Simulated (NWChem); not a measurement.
System: BeGeH$_{4}$Se; SMILES [GeH3][Be][SeH]

Here is an NWChem input.

```
start job
memory heap 200 mb stack 900 mb global 1100 mb
geometry units angstroms noautosym
  Be    -0.054242     0.136898     0.002195
  Se    -0.147175     2.175783     0.007410
  H      1.325620     2.233313    -0.297137
  Ge     0.015529    -2.060192    -0.003193
  H      0.435210    -2.642136    -1.374399
  H      1.009841    -2.629000     1.038101
  H     -1.363886    -2.681674     0.329278
end
basis spherical
  * library def2-svp
end
dft
  xc pbe0
  grid fine
  iterations 150
end
driver
  maxiter 120
  tight
end
task dft optimize
task dft freq
```

This build's default masses of Se (78.918 u) and Br (79.917 u) are each other's, which moves their modes by up to 0.6 %.

The level has its own optimisation; frequencies are unscaled.

### Question
What results follow from this input? (PBE0/def2-SVP.) Quantities: r Be–Se (Å); r Be–Ge (Å); r H–Se (Å); r Ge–H (Å); highest harmonic frequency (cm⁻¹); lowest (cm⁻¹); zero-point energy (kcal/mol); dipole (D).

### Answer
- r Be–Se (Å) = 2.041
- r Be–Ge (Å) = 2.198
- r H–Se (Å) = 1.475
- r Ge–H (Å) = 1.545
- highest harmonic frequency (cm⁻¹) = 2436
- lowest (cm⁻¹) = 23
- zero-point energy (kcal/mol) = 20.3
- dipole (D) = 0.82
